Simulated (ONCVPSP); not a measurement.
## u(r) = r·R(r): atom against pseudo-atom (aluminium)

Columns: radius, all-electron u(r) and pseudo u(r) of the 2s shell (level -107.50 eV) of aluminium in the configuration [He] 2s2 2p6 3s2 3p1; LDA (Perdew-Zunger), scalar-relativistic, ONCV scheme, ONCVPSP 4.0.1.

| r (bohr) | all-electron | pseudo |
| --- | --- | --- |
| 0.065 | -0.5952 | 0.2523 |
| 0.130 | -0.2758 | 0.4925 |
| 0.195 | 0.2373 | 0.7096 |
| 0.260 | 0.6893 | 0.8945 |
| 0.325 | 1.0107 | 1.0408 |
| 0.390 | 1.2032 | 1.1450 |
| 0.455 | 1.2911 | 1.2064 |
| 0.520 | 1.3023 | 1.2268 |
| 0.585 | 1.2612 | 1.2099 |
| 0.650 | 1.1873 | 1.1617 |
| 0.715 | 1.0949 | 1.0892 |
| 0.780 | 0.9940 | 1.0000 |
| 0.845 | 0.8914 | 0.9018 |
| 0.910 | 0.7917 | 0.8014 |
| 0.975 | 0.6976 | 0.7043 |
| 1.040 | 0.6108 | 0.6143 |
| 1.105 | 0.5318 | 0.5332 |
| 1.170 | 0.4610 | 0.4613 |
| 1.235 | 0.3981 | 0.3981 |
| 1.300 | 0.3426 | 0.3426 |
| 1.365 | 0.2941 | 0.2941 |
| 1.430 | 0.2518 | 0.2518 |
| 1.495 | 0.2151 | 0.2151 |
| 1.560 | 0.1835 | 0.1835 |
| 1.625 | 0.1562 | 0.1562 |
| 1.690 | 0.1328 | 0.1328 |

**Question.** How many radial nodes do the two functions have?

**Answer.** The all-electron 2s function has n − l − 1 = 1; the pseudo-wave has 0, since the states of the same l below it are removed with the core.

**Question.** At about which radius was the pseudo-wave matched?

**Answer.** 1.30 bohr. The columns agree to 0.0005 from 1.17 bohr on; several derivatives are matched, so the curves merge somewhat inside the radius.

**Question.** Is the pseudo-wave norm-conserving?

**Answer.** Yes: the ONCV scheme keeps the norm inside the radius equal to the all-electron one, which fixes the energy derivative of the logarithmic derivative at the level.
